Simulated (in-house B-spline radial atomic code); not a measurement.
# Ionising Sn+ with different functionals

Computed with a B-spline radial code for spherical atoms: four-component Dirac-Coulomb Hamiltonian, Fermi nucleus of rms radius 4.6519 fm, spin-restricted, spherical fractional occupations for the functionals. The ionisation energy is the difference of two self-consistent energies, [Kr] 4d10 5s2 5p1 → [Kr] 4d10 5s2, without Breit or QED terms; ε is the level of the shell that loses the electron (mean over j). The electron is taken from both j subshells in proportion to 2j + 1, so the result is a j average, not the step between ground levels.

Hybrids are left out here: with spherical fractional occupations of an open shell their exact exchange keeps a self-interaction that integer-occupation calculations don't have.

```
           method  rung  ΔSCF (eV)  -ε(5p) (eV)
         LDA VWN5   LDA      14.28        10.53
 relativistic LDA   LDA      14.27        10.53
         LDA PW92   LDA      14.28        10.53
LDA exchange-only   LDA          ?            ?
              PBE   GGA      13.97        10.27
           PBEsol   GGA      13.99        10.30
             BLYP   GGA      14.00        10.24
             RPBE   GGA      13.85        10.17
             PW91   GGA      14.05        10.34
             BP86   GGA          ?            ?
             AM05   GGA      13.94        10.24
             OLYP   GGA      13.67         9.98
```

**Question.** What does LDA exchange-only give?

**Answer.** ΔSCF 13.17 eV, and -ε(5p) = 9.46 eV.

**Question.** What does BP86 give?

**Answer.** ΔSCF 14.14 eV, and -ε(5p) = 10.44 eV.

**Question.** How do they compare with the NIST value?

**Answer.** NIST lists 14.633 eV (measured, ground level to ground level). Errors run from -1.46 to -0.36 eV; LDA VWN5 is closest (-0.36 eV), but part of that can be cancellation, since the calculations leave out Breit-QED terms, spin polarisation, the choice among j levels, multiplet and fine-structure energies.
